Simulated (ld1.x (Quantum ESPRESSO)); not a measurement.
**Before and after: TM potential for I**

```json
{"Element": "iodine (I)", "Generator": "ld1.x (Quantum ESPRESSO) 7.5", "Type": "norm-conserving Troullier–Martins (Kleinman–Bylander form)", "Functional": "PW91", "Relativity": "scalar-relativistic", "Frozen core": "[Kr]", "Valence charge": "17", "Reference configuration": "4d10 5s2 5p5", "Partial waves": "5s (bound): rc 1.45 bohr; 5p (bound): rc 1.55 bohr; 4d (bound): rc 1.10 bohr", "Local potential": "all-electron potential smoothed inside 1.30 bohr (lloc = -1)", "Core correction": "Bessel-smoothed model core inside 0.75 bohr"}
```

Change: local potential all-electron potential smoothed inside 1.72 bohr (lloc = -1).

Cutoffs: the cutoffs (Ry, on a coarse ladder) from which the occupation-weighted sum of valence levels, in a spherical-Bessel basis at the reference potential, stays within 10 and 1 mRy of its value at 400 Ry; they do not see the model core or the augmentation charge, which bear on the density cutoff. Errors are all-electron minus pseudo energies relative to the spin-unpolarised reference configuration.

Task: What does the change do?

Result: The potential gets neither clearly harder nor softer (120 Ry and 200 Ry → 120 Ry and 200 Ry); the bound ghosts move from p, s to s; the number of tests that count goes from 7 to 2. In the separable form a ghost depends on how the local part lies against the semilocal potential of the channel, so the choice of the local part can create or remove one.

| quantity | base | changed |
| --- | --- | --- |
| cutoff, loose | 120 Ry | 120 Ry |
| cutoff, tight | 200 Ry | 200 Ry |
| loose cutoff by channel (10 mRy a level) | s 35 Ry, p 45 Ry, d 100 Ry | s 18 Ry, p 45 Ry, d 100 Ry |
| bound ghosts | s, p | s |
| tests counted (converged, no solver errors) | 7 of 7 | 2 of 7 |
| error for 4d10 5s2 5p4, meV [ΔE 11.19 eV] | -22 | +12 |
| error for 4d10 5s2 5p5.3, meV [ΔE -1.80 eV] | -1.1 | +1.1 |

Changed file: Tests not counted: 4d10 5s2 5p3 (solver errors, printed error -22.3 eV); 4d10 5s2 5p2 (solver errors, printed error -23.3 eV); 4d9 5s2 5p6 (solver errors, printed error -19.2 eV); 4d9 5s2 5p5 (solver errors, printed error +26.6 eV); 4d10 5s2 5p1 (solver errors, printed error -24.2 eV). A true bound ghost makes a file unfit for plane-wave use even where its test errors are small: the radial tests pick states by their node count and pass the ghost by. Where a test does run into it, the solver fails or the error is huge.
